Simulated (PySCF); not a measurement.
CH9NOSi3, SMILES N1[C@@H]([SiH2]O[SiH2]1)[SiH3].

Geometry: PBE0-D3(BJ)/def2-SVP. The structure was generated by enumeration; whether it is a known compound was not checked. One conformer was computed; it need not be the lowest.

The numbers are results of TDA-PBE/def2-SVPD (PySCF), not measurements.

Vertical excitations. 

| state | energy (eV) | λ (nm) | f | main pairs |
|---|---|---|---|---|
| S1 | 4.73 | 262 | 0.006 | HOMO→LUMO 99 % |
| S2 | 5.05 | 246 | 0.005 | HOMO→LUMO+1 76 %, HOMO→LUMO+2 23 % |
| S3 | 5.19 | 239 | 0.032 | HOMO→LUMO+2 76 %, HOMO→LUMO+1 23 % |
| S4 | 5.89 | 211 | 0.016 | HOMO→LUMO+3 97 % |
| S5 | 6.01 | 206 | 0.008 | HOMO→LUMO+4 95 % |
| S6 | 6.06 | 205 | 0.012 | HOMO→LUMO+5 95 % |
| T1 | 4.61 | 269 | 0 | HOMO→LUMO 99 % |
| T2 | 4.82 | 257 | 0 | HOMO→LUMO+1 96 % |
Triplets are in the Tamm–Dancoff approximation.
